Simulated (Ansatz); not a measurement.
MgF3⁻ was relaxed with r2SCAN-D4 (def2-TZVPD) in Ansatz in these states: charge -1 quintet, charge -1 singlet, charge -1 triplet. The geometries follow in no particular order.

A:

```xyz
4

Mg   -0.1038    0.2171    0.4120
F    -1.8424    1.1207    0.5645
F    -1.3316    0.1956   -1.1235
F     3.2779   -1.5334    0.1470
```

B:

```xyz
4

Mg    0.154   -0.420    0.611
F    -0.941   -0.591   -1.030
F     0.973   -0.070   -1.162
F    -0.185    1.081    1.581
```

C:

Cartesian coordinates in Å:
```
Mg 0.001 0.001 0.000
F -0.745 1.256 -1.083
F -0.007 0.235 1.803
F 0.750 -1.492 -0.719
```

Q: Judge from the bond lengths which geometry belongs to which state (an estimate).

A: A is the charge -1 quintet (Mg1–F4 3.817 Å, Mg1–F3 1.966 Å, Mg1–F2 1.965 Å); B is the charge -1 triplet (Mg1–F4 1.819 Å, Mg1–F3 1.985 Å, Mg1–F2 1.980 Å); C is the charge -1 singlet (Mg1–F4 1.818 Å, Mg1–F3 1.818 Å, Mg1–F2 1.818 Å).

At r2SCAN-D4/def2-TZVPD the highest occupied level of the charge -1 quintet lies above zero (up to 1.80 eV). It is a level of α spin, whose loss leaves a quartet; that state wasn't run at this geometry and level. The electron is either unbound and held by the finite basis, or the level is raised by self-interaction error. At r2SCAN-D4/def2-TZVPD the highest occupied level of the charge -1 triplet lies above zero (up to 1.01 eV). It is a level of α spin, whose loss leaves a doublet; that state wasn't run at this geometry and level. The electron is either unbound and held by the finite basis, or the level is raised by self-interaction error. At r2SCAN-D4/def2-TZVPD the gap within one spin of the charge -1 quintet nearly closes, so an electron or hole may be smeared out by delocalisation error. At PBE0-D4/def2-TZVPD a singlet lies 12.11 eV below the charge -1 quintet. At PBE0-D4/def2-TZVPD a singlet lies 5.37 eV below the charge -1 triplet. In the quintet, F2 and F3 lie 1.99 Å apart (atoms count from 1), so these atoms are partly bonded to each other. In the triplet, F2 and F3 lie 1.99 Å apart (atoms count from 1), so these atoms are partly bonded to each other. These are the stationary points nearest to one start from a short search; other shapes may lie lower in each state. The charge -1 quintet has come apart into loosely held pieces.
